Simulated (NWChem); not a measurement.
Molecule: CH₄GeOS, singlet; SMILES C[O][Ge][SH]

```xyz
8

Ge     0.6596     0.0053    -0.0001
O     -0.7699    -1.1157    -0.0011
C     -0.5953    -2.5187     0.0007
H     -1.0750    -2.9603     0.9022
H     -1.0855    -2.9633    -0.8936
H      0.4761    -2.8353    -0.0050
S     -0.6349     1.8717     0.0002
H      0.4644     2.6784     0.0000
```
Atoms are numbered in this order, from 1.

Computed with NWChem. Low-valent species are run as closed-shell singlets; no triplet was tried in these runs. Geometry: optimised at PBE-D3(BJ)/def2-SVP. Level M06-L/def2-SVP: energy and gradient on several grids; changes count from the extra-fine grid, which is no exact limit either.

Which is the coarsest grid (coarse; medium; xfine; xcoarse; fine) from which on the energy stays within 50 μHa and each gradient component within 100 μHa/bohr of xfine?

fine.
| grid | size of the energy change (μHa) | largest change of a gradient component (μHa/bohr) | time, medium = 1 (rough) |
|---|---|---|---|
| xcoarse | 8000 | 7000 | about 1 |
| coarse | 1000 | 900 | about 1 |
| medium | 30 | 300 | about 1 |
| fine | 10 | 50 | about 1 |
| xfine | < 10 | < 30 | 2 |
